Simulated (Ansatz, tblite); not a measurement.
MO3Br with several metals: gap (eV) at several levels, gas phase, relaxed structures; Ansatz, xTB through tblite. Core potentials for Re, Tc in the def2 sets, no spin–orbit coupling. The structures are stationary points that may keep the symmetry of their start. Remarks come from the PBE and PBE0 runs and from stability tests at other levels; not every state was tested.

| species | state | geometry | GFN1-xTB | GFN2-xTB | PBE-D4/def2-SVP | r2SCAN-D4/def2-TZVP | PBE0-D4/def2-SVP | ωB97X-V/def2-TZVP | remarks |
| --- | --- | --- | --- | --- | --- | --- | --- | --- | --- |
| TcO3Br (TcBrO3) | singlet | r2SCAN-D4/def2-SVP | 2.87 | 2.78 | 3.57 | 3.83 | 5.43 | 9.77 | restricted SCF unstable in HF |
| MnO3Br (MnBrO3) | singlet | PBE0-D4/def2-SVP | 1.91 | 2.37 | 2.02 | 2.25 | 3.83 | 8.38 | restricted SCF unstable in HF |

(1) Estimate the rows for ReO3Br (ReBrO3) (singlet, PBE0-D4/def2-SVP geometry).

(1) 
```tsv
species	state	geometry	GFN1-xTB	GFN2-xTB	PBE-D4/def2-SVP	r2SCAN-D4/def2-TZVP	PBE0-D4/def2-SVP	ωB97X-V/def2-TZVP
ReO3Br (ReBrO3)	singlet	PBE0-D4/def2-SVP	3.17	2.56	4.40	4.73	6.39	10.79
```

Over the 3 species that have every level, the mean is 2.65 at GFN1-xTB, 2.57 at GFN2-xTB, 3.33 at PBE-D4/def2-SVP, 3.60 at r2SCAN-D4/def2-TZVP, 5.22 at PBE0-D4/def2-SVP, 9.65 at ωB97X-V/def2-TZVP. Orbital gaps grow with the share of exact exchange and aren't one observable across functionals.
